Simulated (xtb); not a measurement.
xtb input (GFN1-xTB):

```bash
xtb mol.xyz --gfn 1 --opt tight --chrg 0 --uhf 0
```
mol.xyz:
```
20

C      2.03860843     1.55853398     0.24615786
C      1.02267705     1.10860670    -0.80054583
N      0.17469847     0.00074827    -0.34797208
C      0.80702659    -1.29195734    -0.57892917
C      0.12122637    -2.52511313    -0.00921517
B     -1.06785778     0.31170467     0.26482511
O     -2.01646733    -0.57611535     0.73905159
O     -1.38581657     1.64943407     0.41304091
H      2.67522357     2.35243105    -0.15119505
H      2.68673020     0.73701460     0.55823068
H      1.52327790     1.94195829     1.12741943
H      1.54006190     0.79262354    -1.71247336
H      0.38603759     1.94854263    -1.07008029
H      1.82169126    -1.25971625    -0.16546681
H      0.93029172    -1.43547286    -1.66079017
H      0.74556872    -3.39785044    -0.20546915
H     -0.00987809    -2.45696910     1.07241603
H     -0.84255092    -2.71986369    -0.48671415
H     -1.80623152    -1.50345206     0.62763900
H     -2.25278216     1.75002233     0.81661702
```

End of the output:

```
     5   6 C       16   1 H                                       1.0905461
     5   6 C       17   1 H                                       1.0891128
     5   6 C       18   1 H                                       1.0899915
     7   8 O       19   1 H                                       0.9572948 (min)
     8   8 O       20   1 H                                       0.9592908

 * 6 distinct bonds (by element types)

   Z      Z             #   av. dist./Å        max./Å        min./Å
   1 H    6 C          10     1.0925324     1.0985053     1.0891128
   6 C    6 C           2     1.5312985     1.5322916     1.5303055
   5 B    7 N           1     1.4264427     1.4264427     1.4264427
   6 C    7 N           2     1.4577945     1.4586136     1.4569753
   1 H    8 O           2     0.9582928     0.9592908     0.9572948
   5 B    8 O           2     1.3782850     1.3832745     1.3732955

optimized geometry written to: xtbopt.xyz

           -------------------------------------------------
          | TOTAL ENERGY              -29.060172423026 Eh   |
          | GRADIENT NORM               0.000097255016 Eh/α |
Note: The following floating-point exceptions are signalling: IEEE_DENORMAL
normal termination of xtb
          | HOMO-LUMO GAP               6.797387970998 eV   |
           -------------------------------------------------

------------------------------------------------------------------------
------------------------------------------------------------------------
 total:
 SCF:
 ANC optimizer:
```
